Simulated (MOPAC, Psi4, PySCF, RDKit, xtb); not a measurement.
Two geometries of C₂H₅NOSi, SMILES C(#N)[SiH2]OC, relaxed at B3LYP-D3(BJ)/def2-SVP with one dihedral held; other torsions can differ between them too.

Structure A

```
10

C      1.5488     0.2642    -0.3052
O      0.5867    -0.7676    -0.2344
Si    -0.8351    -0.7667     0.6028
C     -2.0043    -1.8541    -0.3526
N     -2.7524    -2.5255    -0.9327
H      2.1812     0.0912    -1.1888
H      1.0799     1.2604    -0.4041
H      2.1981     0.2716     0.5884
H     -1.4310     0.5958     0.6637
H     -0.7098    -1.3535     1.9611
```

Structure B

```
10

C     -1.6416     0.1908     0.0668
O     -0.7068    -0.8242     0.3758
Si     0.9281    -0.6694     0.5232
C      1.3648    -0.2611     2.2943
N      1.6239    -0.0081     3.3974
H     -1.8874     0.7928     0.9590
H     -2.5650    -0.2853    -0.2952
H     -1.2672     0.8699    -0.7206
H      1.5557    -1.9741     0.2229
H      1.4587     0.4364    -0.3185
```

Task: Which is lower in energy at the level DF-MP2 (frozen core)/cc-pVTZ // B3LYP-D3(BJ)/def2-SVP (Psi4), and by how much?

Result: B is lower, by 1.14 kcal/mol (dihedral C1–O2–Si3–C4: 150° in A, 90° in B).

E(B) − E(A) in kcal/mol at the other levels, on the same two geometries: MMFF94 // B3LYP-D3(BJ)/def2-SVP (RDKit) -1.59; PBE0/def2-TZVP // B3LYP-D3(BJ)/def2-SVP (Psi4) -1.04; PBE0-D3(BJ)/def2-TZVP // B3LYP-D3(BJ)/def2-SVP (Psi4) -1.11; PBE/def2-TZVP // B3LYP-D3(BJ)/def2-SVP (Psi4) -1.09; PBE-D3(BJ)/def2-TZVP // B3LYP-D3(BJ)/def2-SVP (Psi4) -1.17; M06-2X/def2-TZVP // B3LYP-D3(BJ)/def2-SVP (Psi4) -1.13; HF/cc-pVTZ // B3LYP-D3(BJ)/def2-SVP (Psi4) -0.94; UFF // B3LYP-D3(BJ)/def2-SVP (RDKit) -0.53; PM7, restricted, heats of formation // B3LYP-D3(BJ)/def2-SVP (MOPAC) -1.42; PM3, restricted, heats of formation // B3LYP-D3(BJ)/def2-SVP (MOPAC) -1.98; GFN1-xTB // B3LYP-D3(BJ)/def2-SVP (xtb) 0.05; restricted B3LYP/6-31G*, spherical d // B3LYP-D3(BJ)/def2-SVP (PySCF) -1.14; restricted B3LYP/LANL2DZ, with its core potentials past Ne // B3LYP-D3(BJ)/def2-SVP (PySCF) -1.39.

MMFF94 has few fitted parameters for silicon.
